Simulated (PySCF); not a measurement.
Species: Mo(NH)F4 (singlet state).
Bonds: Mo1–N2, Mo1–F4, Mo1–F5, Mo1–F6, Mo1–F7. Hydrogens: H3 on N2.

A GFN2-xTB structure was refined with PySCF 2.14.0, PBE0-D3(BJ)/def2-SVP geometry optimisation, gas phase, def2 core potentials past Kr. Its GFN2-xTB values:

```tsv
coordinate	GFN2-xTB
Mo1–N2	1.718 Å
Mo1–F4	1.768 Å
Mo1–F7	1.767 Å
N2–H3	1.010 Å
N2–Mo1–F4	104.6°
F4–Mo1–F5	86.5°
F4–Mo1–F6	151.3°
```

Problem. How do these coordinates change at the PBE0-D3(BJ)/def2-SVP level?

Solution. 
| coordinate | PBE0-D3(BJ)/def2-SVP (Å or °) | change |
| --- | --- | --- |
| Mo1–F7 | 1.845 | +0.078 |
| Mo1–F4 | 1.845 | +0.077 |
| Mo1–N2 | 1.671 | -0.047 |
| N2–H3 | 1.018 | +0.008 |
| F4–Mo1–F6 | 151.0 | -0.3 |
| N2–Mo1–F4 | 104.5 | -0.1 |
| F4–Mo1–F5 | 86.5 | 0.0 |

The energy falls by 11.8 kcal/mol over 6 energy and gradient evaluations, the largest force component goes from 0.1105 to 3.5e-04 Eh/bohr, and the atoms move by 0.058 Å rms after alignment. Among the bonds, Mo1–F4, Mo1–F5, Mo1–F6 and Mo1–F7 change most and about equally (+0.077 to +0.078 Å). Bonds longer at the end by more than 0.005 Å: 5 of 6; shorter: 1. Rotational constants go from 2895, 2894, 2268 to 2756, 2756, 2084 MHz.

The run used 106 basis functions and 46 SCF cycles in all. On one thread of an Arm Neoverse V2, on a shared host, this took 31 s.

Stationary, but not proved a minimum.
